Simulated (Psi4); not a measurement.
aminoborane (H4BN), singlet, geometry from GFN2-xTB.

The Psi4 input:
```
memory 2 GB

molecule mol {
0 1
B    -0.773072    0.038104   -0.006109
N     0.602765   -0.029710    0.004763
H    -1.389463   -0.957864   -0.026227
H    -1.288779    1.089872    0.005064
H     1.203192    0.777969    0.021946
H     1.121057   -0.892529   -0.003580
}

set {
  basis 6-311g**
  reference rhf
}

energy('mp2.5')
print_variables()
```

Question: What number of basis functions does MP2.5/6-311G** run with Psi4 give?

Answer: 60

Question: What nuclear repulsion energy does MP2.5/6-311G** give?

Answer: 32.5355 Eh

Question: Give the total energy at the level MP2.5/6-311G**.

Answer: -81.8445 Eh

Question: Estimate the MP2 correlation energy that MP2.5/6-311G** returns for this input.

Answer: -0.3174 Eh
